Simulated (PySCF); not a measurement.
How methods differ on the excitation energy of Cr²⁺

Cr²⁺ [Ar] 3d4 (5D) → Cr²⁺ [Ar] 3d3 4s1 (5F), as a difference of total energies. Calculation: PySCF 2.14, in def2-QZVPPD; no relativity, point nucleus. Correlated levels: valence: [Ar] frozen; valence and next inner shell: [Ne] frozen. The calculations carry no spin-orbit coupling.

```csv
method,excitation energy (eV)
UHF,5.937
LDA,6.696
PBE,6.463
PBE0,6.530
r2SCAN,6.315
CAM-B3LYP,6.420
wB97X-V,6.616
HSE06,6.456
B2PLYP,6.346
MP2 (valence),6.355
SCS-MP2 (valence),6.076
MP2 (valence and next inner shell),6.587
SCS-MP2 (valence and next inner shell),6.326
```

How much does correlation contribute at MP2 (valence and next inner shell)?

6.587 − (5.937) = 0.650 eV, measured against UHF.

A first-order spin-orbit estimate (lowest level to lowest level, LS coupling) adds -0.023 eV.
